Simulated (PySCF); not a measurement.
# LiIn: frontier orbitals

BHandHLYP at R = 3.026 Å; Li def2-SVP, In def2-SVP with ECP28; scalar-relativistic core potentials (PySCF 2.14). State: ¹Σ⁺ (singlet), closed shell. Only the outer orbitals are listed, counted within each symmetry, core potentials removing the inner ones.

```csv
orbital,occ.,ε (eV),on Li (%),main shells (%)
3σ,2,-59.19,100,100 Li s
1δ,2,-22.94,0,100 In d
1δ,2,-22.94,0,100 In d
2π,2,-22.67,0,100 In d
2π,2,-22.67,0,100 In d
4σ,2,-22.58,0,100 In d
5σ,2,-9.61,5,94 In s
6σ,2,-3.98,40,"57 In p, 38 Li s"
3π,0,-0.93,9,"91 In p, 9 Li p"
3π,0,-0.93,9,"91 In p, 9 Li p"
7σ,0,-0.67,82,"65 Li s, 20 In p, 18 Li p"
```

Which are the highest filled and the lowest empty level, where do they sit, and how wide is the gap?

Highest filled 6σ at -3.98 eV (in %: 57 In p, 38 Li s); lowest empty 3π at -0.93 eV (in %: 91 In p, 9 Li p); the gap at BHandHLYP is 3.05 eV.

```
bond order (Mayer)                               : 1.01
⟨S²⟩                                             : 0.000
charge on Li (Mulliken, basis-dependent)         : 0.08
charge on Li (Löwdin, basis-dependent)           : 0.04
dipole moment (positive dipole means Li(−)In(+)) : -2.71 D
```

Closed-shell solutions of metal pairs were not tested for spin polarisation, which can lower them a little. Spin–orbit coupling is left out.
